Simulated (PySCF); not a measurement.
Cl3Sc (SMILES [Cl][Sc]([Cl])[Cl]), singlet, at a GFN2-xTB geometry (such geometries of metal compounds can be far from the true shape). Base run: DF-TPSS/cc-pVDZ run with PySCF.

PySCF was given this input:
```python
from pyscf import gto, scf, dft

mol = gto.Mole()
mol.atom = '''
    Sc    0.115417    0.333155    0.209949
    Cl    2.015105   -0.474944   -0.684381
    Cl   -0.808091   -1.027858    1.745019
    Cl   -1.349587    1.091258   -1.319987
'''
mol.basis = 'cc-pvdz'
mol.charge = 0
mol.spin = 0
mol.verbose = 4
mol.build()

mf = dft.RKS(mol)
mf.xc = 'tpss'
mf = mf.density_fit(auxbasis='def2-universal-jkfit')
mf.kernel()
```

The base run was repeated with changes; each row names its change, and settings that it needs were set with it.

```
change                                                                            ΔE vs base (mEh)  SCF cycles                outcome
--------------------------------------------------------------------------------  ----------------  ----------  ---------------------
base                                                                                         0.000          15              converged
damp = 0.5; diis_start_cycle = 5                                                                 -          50          not converged
diis_space = 2                                                                                   -          50          not converged
level_shift = 1.0 (with mf.max_cycle = 100)                                                  0.000          53              converged
DIIS = EDIIS                                                                                     -          50          not converged
diis = off (with mf.max_cycle = 100)                                                             -         100          not converged
conv_tol = 1e-11                                                                             0.000          16              converged
diis = off; damp = 0.6 (with mf.diis_start_cycle = 200; with mf.max_cycle = 150)             0.000          39              converged
solver = newton; init_guess = 1e                                                                 -           -  cut at the time limit
```
